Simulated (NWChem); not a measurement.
The numbers come from NWChem runs, not from measurements. System: HAlF$_{2}$, charge 0, spin multiplicity 1, at a geometry optimised with PBE0/def2-SVP. The structure started from a generated list of species. Level: G0W0@PBE/def2-TZVPD, RI basis def2-tzvpd-rifit.

The NWChem input:

```
start mol
memory heap 200 mb stack 700 mb global 1700 mb
geometry units angstroms nocenter noautoz
  Al     0.000000     0.000000     0.434237
  H      0.000000     0.000000     1.996857
  F      1.414330     0.000000    -0.424552
  F     -1.414330     0.000000    -0.424552
  symmetry group C2v
end
basis spherical
  * library def2-tzvpd
end
basis "ri basis" bse spherical
  * library def2-tzvpd-rifit
end
dft
  xc xpbe96 cpbe96
  iterations 100
  direct
  tolerances tight
end
task dft energy
gw
  states alpha occ 4 vir 2
end
task dft gw
```

Part of the output:

```
             Northwest Computational Chemistry Package (NWChem) 7.3.0
             --------------------------------------------------------

                                NWChem Input Module
                                -------------------

 Scaling coordinates for geometry "geometry" by  1.889725989
 (inverse scale =  0.529177249)

 Turning off AUTOSYM since
 SYMMETRY directive was detected!

                             Geometry "geometry" -> ""
                             -------------------------

 Output coordinates in angstroms (scale by  1.889725989 to convert to a.u.)

  No.       Tag          Charge          X              Y              Z
 ---- ---------------- ---------- -------------- -------------- --------------
    1 Al                  13.0000     0.00000000     0.00000000     0.43423700
    2 H                    1.0000     0.00000000     0.00000000     1.99685700
    3 F                    9.0000     1.41433000     0.00000000    -0.42455200
    4 F                    9.0000    -1.41433000     0.00000000    -0.42455200

 Effective nuclear repulsion energy (a.u.)      97.7887196326

            Nuclear Dipole moment (a.u.)
            ----------------------------
        X                 Y               Z
 ---------------- ---------------- ----------------
     0.0000000000     0.0000000000     0.0000037795

      Symmetry information
      --------------------

 Group name             C2v
 Group number             16
 Group order               4
 No. of unique centers     3

      Symmetry unique atoms

     1    2    3


 Summary of "ao basis" -> "" (spherical)
 ------------------------------------------------------------------------------
       Tag                 Description            Shells   Functions and Types
 ---------------- ------------------------------  ------  ---------------------
 *                         def2-tzvpd                 on all atoms

 new library libraries.bse/

 Summary of "ri basis" -> "" (spherical)
 ------------------------------------------------------------------------------
       Tag                 Description            Shells   Functions and Types
 ---------------- ------------------------------  ------  ---------------------
 *                      def2-tzvpd-rifit              on all atoms

  pbe96 is a nonlocal functional; adding pw91lda local functional.

                                 NWChem DFT Module
                                 -----------------

 Summary of "ao basis" -> "ao basis" (spherical)
 ------------------------------------------------------------------------------
       Tag                 Description            Shells   Functions and Types
 ---------------- ------------------------------  ------  ---------------------
 Al                        def2-tzvpd               15       43   6s5p3d1f
 H                         def2-tzvpd                5        9   3s2p
 F                         def2-tzvpd               14       40   6s4p3d1f

 Summary of "ao basis" -> "ao basis" (spherical)
 ------------------------------------------------------------------------------
       Tag                 Description            Shells   Functions and Types
 ---------------- ------------------------------  ------  ---------------------
 Al                        def2-tzvpd               15       43   6s5p3d1f
 H                         def2-tzvpd                5        9   3s2p
 F                         def2-tzvpd               14       40   6s4p3d1f

      Symmetry analysis of basis
      --------------------------

        a1         51
        a2         17
        b1         39
        b2         25

            General Information
            -------------------
          SCF calculation type: DFT
          Wavefunction type:  closed shell.
          No. of atoms     :     4
          No. of electrons :    32
           Alpha electrons :    16
            Beta electrons :    16
          Charge           :     0
          Spin multiplicity:     1
          Use of symmetry is: on ; symmetry adaption is: on
          Maximum number of iterations: 100
          This is a Direct SCF calculation.
          AO basis - number of functions:   132
                     number of shells:    48
          Convergence on energy requested:  1.00D-06
          Convergence on density requested:  1.00D-05
          Convergence on gradient requested:  5.00D-04

              XC Information
              --------------
          PerdewBurkeErnzerhof Exchange Functional  1.000
            Perdew 1991 LDA Correlation Functional  1.000 local
           PerdewBurkeErnz. Correlation Functional  1.000 non-local

             Grid Information
             ----------------
          Grid used for XC integration:  medium
          Radial quadrature: Mura-Knowles
          Angular quadrature: Lebedev.
          Tag              B.-S. Rad. Rad. Pts. Rad. Cut. Ang. Pts.
          ---              ---------- --------- --------- ---------
          Al                  1.25       88          10.0       590
          H                   0.35       45          11.0       434
          F                   0.50       49          11.0       434
          Grid pruning is: on
          Number of quadrature shells:   182
          Spatial weights used:  Erf1

          Convergence Information
          -----------------------
          Convergence aids based upon iterative change in
          total energy or number of iterations.
          Levelshifting, if invoked, occurs when the
          HOMO/LUMO gap drops below (HL_TOL):  1.00D-02
          DIIS, if invoked, will attempt to extrapolate
[...]
 2-e energy   =     270.636140
 HOMO         =      -0.468604
 LUMO         =      -0.025247

      Symmetry analysis of molecular orbitals - initial
      -------------------------------------------------

  Numbering of irreducible representations:

     1 a1          2 a2          3 b1          4 b2

  Orbital symmetries:

     1 a1          2 a1          3 b1          4 a1          5 b1
     6 a1          7 b2          8 a1          9 b1         10 a1
    11 b1         12 a1         13 b2         14 a2         15 b1
    16 a1         17 a1         18 b2         19 b1         20 a1
    21 a1         22 b1         23 a1         24 b2         25 a2
    26 a1

   convergence    iter        energy       DeltaE   RMS-Dens  Diis-err    time
 ---------------- ----- ----------------- --------- --------- ---------  ------
 d= 0,ls=0.0,diis     1   -442.5088234043 -5.40D+02  1.23D-02  1.46D+00     0.9
 d= 0,ls=0.0,diis     2   -441.9995733987  5.09D-01  8.54D-03  7.58D+00     1.6
 d= 0,ls=0.0,diis     3   -442.6324868353 -6.33D-01  4.98D-04  2.21D-02     2.3
 d= 0,ls=0.0,diis     4   -442.6337154318 -1.23D-03  2.43D-04  1.74D-03     3.0
 d= 0,ls=0.0,diis     5   -442.6339619081 -2.46D-04  2.86D-05  1.31D-05     3.7
 d= 0,ls=0.0,diis     6   -442.6339639971 -2.09D-06  1.13D-05  1.87D-06     4.4
 d= 0,ls=0.0,diis     7   -442.6339642902 -2.93D-07  1.62D-06  2.41D-07     5.1

         Total DFT energy =     -442.633964290193
      One electron energy =     -811.993568853671
           Coulomb energy =      311.278178328671
    Exchange-Corr. energy =      -39.707293397781
 Nuclear repulsion energy =       97.788719632588

 Numeric. integr. density =       32.000006203069

     Total iterative time =      4.8s

                  Occupations of the irreducible representations
                  ----------------------------------------------

                     irrep           alpha         beta
                     --------     --------     --------
                     a1                8.0          8.0
                     a2                1.0          1.0
                     b1                5.0          5.0
                     b2                2.0          2.0

                       DFT Final Molecular Orbital Analysis
                       ------------------------------------

 Vector   14  Occ=2.000000D+00  E=-3.585726D-01  Symmetry=a2
              MO Center=  2.2D-13,  1.2D-14, -4.0D-01, r^2= 2.5D+00
   Bfn.  Coefficient  Atom+Function         Bfn.  Coefficient  Atom+Function
  ----- ------------  ---------------      ----- ------------  ---------------
    60      0.349232  3 F  py               100     -0.349232  4 F  py
    63      0.281869  3 F  py               103     -0.281869  4 F  py
    66      0.184016  3 F  py               106     -0.184016  4 F  py
    22      0.067092  1 Al d -2              69      0.028151  3 F  py
   109     -0.028151  4 F  py                27      0.027284  1 Al d -2

 Vector   15  Occ=2.000000D+00  E=-3.492966D-01  Symmetry=b1
              MO Center= -3.9D-14, -1.2D-14, -3.7D-01, r^2= 2.5D+00
   Bfn.  Coefficient  Atom+Function         Bfn.  Coefficient  Atom+Function
  ----- ------------  ---------------      ----- ------------  ---------------
    61      0.264816  3 F  pz               101     -0.264816  4 F  pz
    59      0.235196  3 F  px                99      0.235196  4 F  px
    64      0.215167  3 F  pz               104     -0.215167  4 F  pz
    62      0.187200  3 F  px               102      0.187200  4 F  px
    67      0.129975  3 F  pz               107     -0.129975  4 F  pz

 Vector   16  Occ=2.000000D+00  E=-3.212543D-01  Symmetry=a1
              MO Center= -2.1D-15, -3.1D-15,  1.2D+00, r^2= 2.3D+00
   Bfn.  Coefficient  Atom+Function         Bfn.  Coefficient  Atom+Function
  ----- ------------  ---------------      ----- ------------  ---------------
    45      0.266288  2 H  s                 18      0.241781  1 Al pz
    46      0.188521  2 H  s                 61     -0.185882  3 F  pz
   101     -0.185882  4 F  pz                 4      0.180611  1 Al s
    44      0.169242  2 H  s                 64     -0.150165  3 F  pz
   104     -0.150165  4 F  pz                 3     -0.113398  1 Al s

 Vector   17  Occ=0.000000D+00  E=-6.538281D-02  Symmetry=b2
              MO Center=  3.7D-15, -5.3D-14,  7.9D-01, r^2= 3.8D+00
   Bfn.  Coefficient  Atom+Function         Bfn.  Coefficient  Atom+Function
  ----- ------------  ---------------      ----- ------------  ---------------
    20      0.653547  1 Al py                17      0.447572  1 Al py
    60     -0.127919  3 F  py               100     -0.127919  4 F  py
     8     -0.106564  1 Al py                63     -0.102634  3 F  py
   103     -0.102634  4 F  py                66     -0.099063  3 F  py
   106     -0.099063  4 F  py                11     -0.090450  1 Al py

 Vector   18  Occ=0.000000D+00  E=-6.020174D-02  Symmetry=a1
              MO Center=  7.5D-15,  5.2D-14,  2.8D-01, r^2= 4.9D+00
   Bfn.  Coefficient  Atom+Function         Bfn.  Coefficient  Atom+Function
  ----- ------------  ---------------      ----- ------------  ---------------
     5      0.470938  1 Al s                  6      0.437446  1 Al s
     4      0.346861  1 Al s                 21     -0.243219  1 Al pz
    45     -0.207554  2 H  s                  3     -0.194419  1 Al s
    34     -0.134565  1 Al d  0              29     -0.133075  1 Al d  0
    56     -0.126159  3 F  s                 58     -0.126340  3 F  s

 Vector   19  Occ=0.000000D+00  E=-3.647230D-03  Symmetry=b1
              MO Center= -2.6D-13, -1.3D-14,  1.3D+00, r^2= 6.5D+00
   Bfn.  Coefficient  Atom+Function         Bfn.  Coefficient  Atom+Function
  ----- ------------  ---------------      ----- ------------  ---------------
    19      1.231478  1 Al px                58     -0.658262  3 F  s
    98      0.658262  4 F  s                 16      0.381137  1 Al px
    35     -0.372555  1 Al d  1              70     -0.323126  3 F  pz
   110      0.323126  4 F  pz                68      0.276995  3 F  px
   108      0.276995  4 F  px                56     -0.096951  3 F  s

 center of mass
 --------------
 x =   0.00000000 y =   0.00000000 z =  -0.06881053

 moments of inertia (a.u.)
 ------------------
          56.664026138908           0.000000000000           0.000000000000
           0.000000000000         328.086748061135           0.000000000000
           0.000000000000           0.000000000000         271.422721922227

     Multipole analysis of the density
     ---------------------------------

     L   x y z        total         alpha         beta         nuclear
     -   - - -        -----         -----         ----         -------
     0   0 0 0     -0.000000    -16.000000    -16.000000     32.000000

     1   1 0 0     -0.000000     -0.000000     -0.000000      0.000000
     1   0 1 0     -0.000000     -0.000000     -0.000000      0.000000
     1   0 0 1      0.571197      0.285597      0.285597      0.000004

     2   2 0 0    -20.716043    -74.647764    -74.647764    128.579485
     2   1 1 0      0.000000      0.000000      0.000000      0.000000
     2   1 0 1      0.000000      0.000000      0.000000      0.000000
     2   0 2 0    -13.836944     -6.918472     -6.918472      0.000000
     2   0 1 1      0.000000      0.000000      0.000000      0.000000
     2   0 0 2    -17.678967    -26.129042    -26.129042     34.579116

 Task  times  cpu:        5.1s     wall:        5.1s

                                NWChem Input Module
                                -------------------

                                 NWChem GW Module
                                 ----------------

                             ***********************
                             ***        GW       ***
                             ***********************

 Summary of "ri basis" -> "ri basis" (spherical)
 ------------------------------------------------------------------------------
       Tag                 Description            Shells   Functions and Types
 ---------------- ------------------------------  ------  ---------------------
 Al                     def2-tzvpd-rifit            33      129   10s8p7d6f2g
 H                      def2-tzvpd-rifit            10       24   5s3p2d
 F                      def2-tzvpd-rifit            26       92   9s7p5d4f1g

                 Memory Information
                 ------------------
          Available GA per process is          1699.9 MBs
          Available stack per process is        700.0 MBs
          Available heap per process is           0.0 MBs

          Peak memory in Initialization
              Peak GA per process is                  7.1 MBs
              Peak stack per process is               0.2 MBs
              Peak heap per process is                7.5 MBs
              Memory not in MA per process            0.0 MBs

          Peak memory in AFF Calculation
              Peak GA per process is                 37.1 MBs
              Peak stack per process is              26.3 MBs
              Peak heap per process is                0.0 MBs
              Memory not in MA per process           26.3 MBs

          Computing 2-center integrals
          Computing Inverse Cholesky factor
          Computing 3-center integrals
          Computing V_xc ...

          Computing Sigma_x
          Computing RPA polarizability
          Solving quasiparticle equations

                  Alpha Orbitals
          State     Energy (eV)     Error (eV)
          -----------------------------------
@GW        13        -14.126           0.003
@GW        14        -13.769           0.003
@GW        15        -13.611           0.003
@GW        16        -12.429           0.002
@GW        17          0.825           0.002
@GW        18          0.914           0.002

   Applying  -3.6873 eV scissor-shift to rest of particle states

   Applying   2.6042 eV scissor-shift to rest of hole states

     GW Timing Statistics
   ------------------------
   Init.   :          0.0s
     ERIs  :          0.6s
     Distr.:          0.0s
     Vxc   :          0.1s
   Sigma_x :          0.0s
   RPA     :          0.6s
   Wmn     :          0.0s
   Sigma_c :          0.0s
   GW total:          1.4s

 Task  times  cpu:        1.4s     wall:        1.4s

 Total times  cpu:        6.5s     wall:        6.5s
```
